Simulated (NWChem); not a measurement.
System: HSOF2 cation; SMILES [OH+]=S(F)F

Output (shortened):

```
             Northwest Computational Chemistry Package (NWChem) 7.3.0
             --------------------------------------------------------

 CS  symmetry detected

                             Geometry "geometry" -> ""
                             -------------------------

 Output coordinates in angstroms (scale by  1.889725989 to convert to a.u.)

  No.       Tag          Charge          X              Y              Z
 ---- ---------------- ---------- -------------- -------------- --------------
    1 O                    8.0000     0.23559279    -1.39596929     0.00000000
    2 S                   16.0000    -0.46013723    -0.03235046     0.00000000
    3 F                    9.0000     0.23647060     0.73069285    -1.15965900
    4 F                    9.0000     0.23647060     0.73069285     1.15965900
    5 H                    1.0000     1.22098252    -1.46710968     0.00000000

 Effective nuclear repulsion energy (a.u.)     203.9900011173

      Symmetry information
      --------------------

 Group name             Cs
 Group number              2
 Group order               2
 No. of unique centers     4

                                Z-matrix (autoz)
                                --------

 Units are Angstrom for bonds and degrees for angles

      Type          Name      I     J     K     L     M      Value
      ----------- --------  ----- ----- ----- ----- ----- ----------
    1 Stretch                  1     2                       1.53085
    2 Stretch                  1     5                       0.98795
    3 Stretch                  2     3                       1.55316
    4 Stretch                  2     4                       1.55316
    5 Bend                     1     2     3               103.51976
    6 Bend                     1     2     4               103.51976
    7 Bend                     2     1     5               121.16038
    8 Bend                     3     2     4                96.60114
    9 Torsion                  3     2     1     5          50.16787
   10 Torsion                  4     2     1     5         -50.16787

  xc_inp: hfexch multiplicative factor not found.

                           NWChem Geometry Optimization
                           ----------------------------

 maximum gradient threshold         (gmax) =   0.000450
 rms gradient threshold             (grms) =   0.000300
 maximum cartesian step threshold   (xmax) =   0.001800
 rms cartesian step threshold       (xrms) =   0.001200
 fixed trust radius                (trust) =   0.300000
 source of zmatrix                         =   autoz

          -------------------
          Energy Minimization
          -------------------

 Using diagonal initial Hessian
 Scaling for Hessian diagonals: bonds = 1.00  angles = 0.25  torsions = 0.10

          --------
          Step   0

                                 NWChem DFT Module
                                 -----------------

 Summary of "ao basis" -> "ao basis" (spherical)
 ------------------------------------------------------------------------------
       Tag                 Description            Shells   Functions and Types
 ---------------- ------------------------------  ------  ---------------------
 O                           6-31g*                  6       14   3s2p1d
 S                           6-31g*                  8       18   4s3p1d
 F                           6-31g*                  6       14   3s2p1d
 H                           6-31g*                  2        2   2s

      Symmetry analysis of basis
      --------------------------

        a'         39
        a"         23

            General Information
            -------------------
          SCF calculation type: DFT
          Wavefunction type:  closed shell.
          No. of atoms     :     5
          No. of electrons :    42
           Alpha electrons :    21
            Beta electrons :    21
          Charge           :     1
          Spin multiplicity:     1
          Use of symmetry is: on ; symmetry adaption is: on
          Maximum number of iterations: 150
          AO basis - number of functions:    62
                     number of shells:    28
          Convergence on energy requested:  1.00D-06
          Convergence on density requested:  1.00D-05
          Convergence on gradient requested:  5.00D-04

              XC Information
              --------------
                     Hartree-Fock (Exact) Exchange  1.000

      Superposition of Atomic Density Guess
      -------------------------------------

 Sum of atomic energies:        -671.45292977

 Renormalizing density from      43.00 to     42

      Non-variational initial energy
      ------------------------------

[...]

      ----------------------
      Optimization converged
      ----------------------

  Step       Energy      Delta E   Gmax     Grms     Xrms     Xmax
  ---- ---------------- -------- -------- -------- -------- --------
@    4    -671.44217803 -6.1D-07  0.00012  0.00004  0.00056  0.00099
                                     ok       ok       ok       ok

                                Z-matrix (autoz)
                                --------

 Units are Angstrom for bonds and degrees for angles

      Type          Name      I     J     K     L     M      Value     Gradient
      ----------- --------  ----- ----- ----- ----- ----- ---------- ----------
    1 Stretch                  1     2                       1.51110    0.00012
    2 Stretch                  1     5                       0.97095   -0.00002
    3 Stretch                  2     3                       1.52085   -0.00001
    4 Stretch                  2     4                       1.52085   -0.00001
    5 Bend                     1     2     3               102.73848    0.00003
    6 Bend                     1     2     4               102.73848    0.00003
    7 Bend                     2     1     5               120.16774   -0.00000
    8 Bend                     3     2     4                96.46018   -0.00002
    9 Torsion                  3     2     1     5          49.87555   -0.00000
   10 Torsion                  4     2     1     5         -49.87555    0.00000

                         Geometry "geometry" -> "geometry"
                         ---------------------------------

 Output coordinates in angstroms (scale by  1.889725989 to convert to a.u.)

  No.       Tag          Charge          X              Y              Z
 ---- ---------------- ---------- -------------- -------------- --------------
    1 O                    8.0000     0.23402560    -1.37716561     0.00000000
    2 S                   16.0000    -0.45477033    -0.03218195     0.00000000
    3 F                    9.0000     0.24326339     0.70206337    -1.13428668
    4 F                    9.0000     0.24326339     0.70206337     1.13428668
    5 H                    1.0000     1.20359725    -1.42882290     0.00000000

 Effective nuclear repulsion energy (a.u.)     208.0327982002

      Symmetry information
      --------------------

 Group name             Cs
 Group number              2
 Group order               2
 No. of unique centers     4

                Final and change from initial internal coordinates
                --------------------------------------------------

                                Z-matrix (autoz)
                                --------

 Units are Angstrom for bonds and degrees for angles

[...]

 Rotational Constants
 --------------------
 A=   0.280578 cm-1  (  0.403680 K)
 B=   0.270609 cm-1  (  0.389338 K)
 C=   0.168599 cm-1  (  0.242571 K)

 Temperature                      =   298.15K
 frequency scaling parameter      =   1.0000

 Zero-Point correction to Energy  =   14.283 kcal/mol  (  0.022761 au)
 Thermal correction to Energy     =   16.787 kcal/mol  (  0.026752 au)
 Thermal correction to Enthalpy   =   17.379 kcal/mol  (  0.027696 au)

 Total Entropy                    =   67.107 cal/mol-K
   - Translational                =   39.284 cal/mol-K (mol. weight =  86.9716)
   - Rotational                   =   24.337 cal/mol-K (symmetry #  =        1)
   - Vibrational                  =    3.486 cal/mol-K

 Cv (constant volume heat capacity) =   12.487 cal/mol-K
   - Translational                  =    2.979 cal/mol-K
   - Rotational                     =    2.979 cal/mol-K
   - Vibrational                    =    6.528 cal/mol-K

[normal modes left out]

 ----------------------------------------------------------------------------
 Normal Eigenvalue ||           Projected Infra Red Intensities
  Mode   [cm**-1]  || [atomic units] [(debye/angs)**2] [(KM/mol)] [arbitrary]
 ------ ---------- || -------------- ----------------- ---------- -----------
    1       -0.000 ||    0.005821           0.134         5.674       0.550
    2       -0.000 ||    0.002062           0.048         2.011       0.195
    3        0.000 ||    0.011366           0.262        11.081       1.075
    4        0.000 ||    0.002373           0.055         2.313       0.224
    5        0.000 ||    0.006062           0.140         5.909       0.573
    6        0.000 ||    0.009655           0.223         9.412       0.913
    7      346.480 ||    0.047912           1.105        46.707       4.530
    8      425.045 ||    0.031134           0.718        30.351       2.944
    9      528.150 ||    0.198202           4.573       193.217      18.739
   10      539.477 ||    0.071057           1.639        69.270       6.718
   11     1006.852 ||    0.069863           1.612        68.106       6.605
   12     1035.346 ||    0.223692           5.161       218.066      21.149
   13     1088.396 ||    0.381723           8.807       372.122      36.090
   14     1236.968 ||    0.050726           1.170        49.450       4.796
   15     3788.968 ||    0.474886          10.956       462.942      44.898
 ----------------------------------------------------------------------------
```

Level: Hartree-Fock/6-31G* (spherical d). 

### Question
Which NWChem input produces such a log?

### Answer
One answer among several that fit: the input that was run:
```
start job
memory heap 200 mb stack 900 mb global 1100 mb
charge 1
geometry units angstroms
  O      0.180590     1.437522     0.000000
  S     -0.453227     0.044047     0.000000
  F      0.276931    -0.686957    -1.159659
  F      0.276931    -0.686957     1.159659
  H      1.161793     1.552824     0.000000
end
basis spherical
  O library 6-31g*
  S library 6-31g*
  F library 6-31g*
  H library 6-31g*
end
dft
  xc hfexch
  iterations 150
end
driver
  maxiter 120
end
task dft optimize
task dft freq
```
